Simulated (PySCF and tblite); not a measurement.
The numbers below are computed, except where a source is named.
C10H16, numbered as in [CH2:1]=[CH:2][CH2:3]/[C:4](=[CH:5]\[C:6](=[CH2:7])[CH3:8])[CH2:9][CH3:10].

Search: ETKDG, MMFF94s, GFN2-xTB, 200 starts; geometries at GFN2-xTB. Free energies are PBE0-D3(BJ)/6-31G* single points with GFN2-xTB rigid-rotor and vibrational terms (modes under about 100 cm⁻¹ blended into free rotors). Symmetry numbers and mirror images are counted. Conformers within 3 kcal/mol (GFN2-xTB free energy) were kept, 10 at most. GIAO shieldings: PBE0/6-31G*. Shifts are against TMS (¹H), TMS (¹³C) at the same level. Run with PySCF (density fitting) and tblite.

Torsions listed: C1–C2–C3–C4, C2–C3–C4–C9, C4–C5–C6–C8, C3–C4–C9–C10. Of a mirror pair one member is shown.

```tsv
conformer	shape	symmetry	E(GFN2) kcal/mol	E(DFT) kcal/mol
1	3°, 91°, 11°, 84°	C1 (pair)	0.00	0.27
2	8°, 102°, -8°, -70°	C1 (pair)	0.18	0.00
3	-6°, -88°, -15°, 170°	C1 (pair)	1.06	0.45
4	-117°, 84°, 4°, 86°	C1 (pair)	0.28	0.73
5	120°, -83°, -6°, 169°	C1 (pair)	1.42	0.94
```

Not shown: 4 more, 8.6 % in all.

(1) How much do the weights at 298.15 K and the averaged shift of C9 depend on how the conformers are weighted?

## Answers

(1) 
```
                                                              weighting  1 (%)  2 (%)  3 (%)  4 (%)  5 (%)  δ (ppm)  rms dipole (D)
DFT energy with thermal terms, symmetry and mirror images (full scheme)     26     24     16     14     11     35.9            0.77
                             DFT energy with symmetry and mirror images     23     35     17     10      7     36.6            0.79
                                                        bare DFT energy     23     35     17     10      7     36.6            0.79
                        GFN2-xTB energy with symmetry and mirror images     24     17      4     15      2     37.1            0.74
                                                   GFN2-xTB free energy     25     11      4     18      3     36.7            0.72
                                                leading conformer alone    100      0      0      0      0     36.3            0.83
                                                          equal weights     11     11     11     11     11     35.9            0.74
                         full scheme, search stopped after three starts      0      0      0     54     41     33.0            0.52
```

The largest departure from the full scheme, 2.9 ppm, comes with: full scheme, search stopped after three starts.
